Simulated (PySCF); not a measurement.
1,2,4-triazole cation (C₂H₃N₃), SMILES c1nc[nH]n1 (connectivity only; charge and spin as stated), charge +1, multiplicity 2.

Geometry optimised at PBE0-D3(BJ)/def2-SVP. The spin state was assumed, not searched.

Calculation: SMD-M06-2X/6-31G* (PySCF).

Solvation free energies are E(SMD) − E(gas) at the gas-phase geometry, for 1 M in both phases.

Rank water, N,N-dimethylformamide, ethylethanoate by solvation free energy, most negative first.

N,N-dimethylformamide (-71.0 kcal/mol), water (-68.5 kcal/mol), ethylethanoate (-61.5 kcal/mol)
